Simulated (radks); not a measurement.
Results of a calculation; reference values are marked as such.
Mn III, configuration [Ar] 3d5.

Code: a radial shooting solver on a logarithmic mesh with Libxc functionals. Model: scalar-relativistic Kohn-Sham, BLYP, spin-unpolarised, spherical densities, finite nucleus; Fermi nuclear charge, rms radius 3.7057 fm.

Energy parts (eV):
part                      energy
total                 -31503.023
kinetic                31852.672
electron-nucleus      -74785.431
Hartree                12840.741
exchange-correlation   -1411.005

Orbitals (lengths in bohr, moments of r in powers of bohr; r(90%) holds 90 % of the orbital's charge):
| orbital | occ. | eigenvalue (eV) | <r> | r(90%) |
|---|---|---|---|---|
| 1s | 2 | -6449.915 | 0.06090 | 0.109 |
| 2s | 2 | -761.7283 | 0.2795 | 0.433 |
| 2p | 6 | -648.2266 | 0.2471 | 0.405 |
| 3s | 2 | -103.5379 | 0.8520 | 1.28 |
| 3p | 6 | -72.3403 | 0.9040 | 1.39 |
| 3d | 5 | -24.3375 | 1.153 | 1.99 |
| 4s | 0 | -19.7080 | 2.592 | 3.80 |
| 4p | 0 | -14.1635 | 3.076 | 4.54 |

The highest occupied level is 3d at -24.338 eV. For comparison, the ionisation energy in NIST's Atomic Spectra Database is 33.67 eV (measured). In exact Kohn-Sham theory the highest level is minus the ionisation energy, but local and semilocal functionals leave it too shallow, through self-interaction and a potential that decays too fast; potentials with the right tail come closer. Summed over all electrons, <r^2> = 16.73 bohr^2, which gives a Langevin (diamagnetic) susceptibility term of -13.2 x 10^-6 cm^3/mol. The electron density at the nucleus is 1.326e+04 e/bohr^3 (large components only).

Beside tabulated values, note that spin-unpolarised runs miss the spin-polarisation part of the exchange energy of open shells.
